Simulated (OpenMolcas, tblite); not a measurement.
How methods differ on GeO (SMILES [O]=[Ge])

GeO has 2 atoms, charge 0, and is taken as a singlet. As SMILES, `[O]=[Ge]`. Geometry: relaxed at PBE0-D4/def2-TZVP.

| atom | x (Å) | y (Å) | z (Å) |
| --- | --- | --- | --- |
| O | 0.0000 | 0.0000 | -0.0230 |
| Ge | 0.0000 | 0.0000 | 1.5995 |

Each level gives the vertical ionisation energy (to the doublet cation) (eV). The values are calculated.

```tsv
level	kind	program	value (eV)	less CCSD(T)/cc-pVTZ	CPU time (all runs)
GFN1-xTB	semi-empirical	tblite	16.22	+5.13	under 2 s
GFN2-xTB	semi-empirical	tblite	16.87	+5.78	under 2 s
SVWN5/cc-pVTZ	LDA	OpenMolcas	11.32	+0.23	21 s
revPBE/cc-pVTZ	GGA	OpenMolcas	10.88	-0.21	31 s
M06-L/cc-pVTZ	meta-GGA	OpenMolcas	10.81	-0.28	41 s
PBE0/cc-pVTZ	global hybrid	OpenMolcas	10.96	-0.13	32 s
CCSD(T)/cc-pVTZ, open shells restricted	coupled cluster or CI	OpenMolcas	11.09	0.00	41 s
```

Differences are taken from CCSD(T)/cc-pVTZ, open shells restricted for orientation; it has basis-set and higher-order errors of its own. All-electron rows without a relativistic Hamiltonian named are non-relativistic. The values span 10.81 to 16.87 eV. The xTB values lack the empirical shift that such differences need. In the correlated wave-function rows the outer d shell of Ge is correlated, in sets not made for it. CPU times are rough (shared hosts, several kinds of processor): they show what a rung costs within a factor of a few.
